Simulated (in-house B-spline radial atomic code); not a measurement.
Radial electron density of Er IV (Er3+), [Kr] 4d9 4f11 5s2 5p6 5f1. Computed with an all-electron radial atomic-structure program (B-spline basis): scalar-relativistic (X2C) PBE, spherical fractional occupations, Fermi nucleus of rms radius 5.2516 fm, inside a hard spherical wall at 4.3 bohr.

One-electron X2C: radii and densities carry no picture-change correction, so inner-shell <1/r> comes out high (for 1s by about 2 % at Z = 33, 5 % at 54, 10 % at 75, 30 % at 118) and <r> low.

Columns: r (bohr), 4πr²n(r) (electrons per bohr), bar.

```
0.000442    2.609 #
0.000542    3.513 #
0.000665    4.721 ##
0.000816    6.322 ##
   0.001    8.414 ###
 0.00123     11.2 ####
  0.0015    14.64 #####
 0.00185    19.28 #######
 0.00226    24.84 #########
 0.00278    31.89 ############
  0.0034    40.08 ##############
 0.00417    49.64 ##################
 0.00512     60.2 ######################
 0.00628    70.99 ##########################
  0.0077       81 #############################
 0.00944    88.89 ################################
  0.0116    93.33 ##################################
  0.0142    93.31 ##################################
  0.0174    89.33 ################################
  0.0214    83.55 ##############################
  0.0262    80.38 #############################
  0.0321    83.98 ##############################
  0.0394    95.99 ###################################
  0.0483    111.8 ########################################
  0.0592    121.8 ############################################
  0.0726      118 ###########################################
  0.0891    103.1 #####################################
   0.109    92.18 #################################
   0.134    96.88 ###################################
   0.164    108.2 #######################################
   0.201    103.6 #####################################
   0.247     77.2 ############################
   0.303    53.57 ###################
   0.372    51.99 ###################
   0.456    59.03 #####################
   0.559    53.29 ###################
   0.685    36.53 #############
    0.84    22.51 ########
    1.03    15.62 ######
    1.26    11.45 ####
    1.55    7.012 ###
     1.9    3.384 #
    2.33    1.463 #
    2.86   0.7268 
    3.51   0.2717 
    4.26 0.0007901
```

On this grid the curve has 4 maxima, near 0.0116, 0.0592, 0.164, 0.456 bohr.

The 4f radial function P(r) = rR(r), positive near the nucleus:

```json
{"r (bohr)": "0.0262", "P": "0.001624"}
{"r (bohr)": "0.0394", "P": "0.006578"}
{"r (bohr)": "0.0592", "P": "0.02445"}
{"r (bohr)": "0.0891", "P": "0.08114"}
{"r (bohr)": "0.134", "P": "0.2289"}
{"r (bohr)": "0.201", "P": "0.5208"}
{"r (bohr)": "0.303", "P": "0.9173"}
{"r (bohr)": "0.456", "P": "1.177"}
{"r (bohr)": "0.685", "P": "1.074"}
{"r (bohr)": "1.03", "P": "0.7073"}
{"r (bohr)": "1.55", "P": "0.3329"}
{"r (bohr)": "2.33", "P": "0.1021"}
{"r (bohr)": "3.51", "P": "0.01528"}
```
